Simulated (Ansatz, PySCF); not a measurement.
B(F)2(OEt) (C₂H₅BF₂O), SMILES CCOB(F)F. Atoms are numbered in the order given.

```xyz
11

B      0.5933    -0.1712     0.7164
F     -0.1868    -1.2089     1.0307
F      1.8075    -0.1220     1.2487
O      0.1892     0.8092    -0.1071
C     -1.1007     0.7755    -0.7330
C     -1.0473     0.0076    -2.0424
H     -1.8364     0.3290    -0.0447
H     -1.3810     1.8252    -0.9037
H     -0.7991    -1.0502    -1.8638
H     -2.0248     0.0502    -2.5478
H     -0.2883     0.4386    -2.7125
```

The structure is a stationary point at TPSSh-D3(BJ)/def2-SVP. Other conformers were not sampled.

Two levels are set side by side: PBE-D3(BJ)/def2-SVP (Ansatz, an electronic-structure program) and TPSSh-D3(BJ)/def2-SVP (PySCF). Each level has its own optimised geometry; the coordinates shown are those of the second. Frequencies come from the Hessian of PySCF at each geometry. Differences are taken from unrounded values.

```
quantity                            TPSSh-D3(BJ)
----------------------------------  ------------
mean bond length (Å)                       1.246
bond B1–F2 (Å)                             1.336
bond B1–F3 (Å)                             1.327
bond B1–O4 (Å)                             1.343
bond O4–C5 (Å)                             1.434
bond C5–C6 (Å)                             1.519
bond C5–H7 (Å)                             1.102
bond C5–H8 (Å)                             1.100
bond C6–H9 (Å)                             1.101
bond C6–H10 (Å)                            1.101
bond C6–H11 (Å)                            1.100
highest harmonic wavenumber (cm⁻¹)          3139
mean harmonic wavenumber (cm⁻¹)             1321
zero-point energy (kcal/mol)               50.97
```

Problem. What does PBE-D3(BJ) give, and how far is it from TPSSh-D3(BJ)? (An estimate is asked for; the answer gives what the named calculation found.)

Solution. 
| quantity | PBE-D3(BJ) | PBE-D3(BJ) minus TPSSh-D3(BJ) |
|---|---|---|
| mean bond length (Å) | 1.252 | 0.006 |
| bond B1–F2 (Å) | 1.341 | 0.006 |
| bond B1–F3 (Å) | 1.332 | 0.006 |
| bond B1–O4 (Å) | 1.350 | 0.007 |
| bond O4–C5 (Å) | 1.435 | 0.001 |
| bond C5–C6 (Å) | 1.520 | 0.001 |
| bond C5–H7 (Å) | 1.111 | 0.009 |
| bond C5–H8 (Å) | 1.109 | 0.009 |
| bond C6–H9 (Å) | 1.109 | 0.008 |
| bond C6–H10 (Å) | 1.109 | 0.007 |
| bond C6–H11 (Å) | 1.108 | 0.008 |
| highest harmonic wavenumber (cm⁻¹) | 3079 | -61 |
| mean harmonic wavenumber (cm⁻¹) | 1285 | -35 |
| zero-point energy (kcal/mol) | 49.62 | -1.36 |

GGA bonds tend to be longer and softer than those of functionals with exact exchange. Differences between two approximate levels are no errors against the true value.
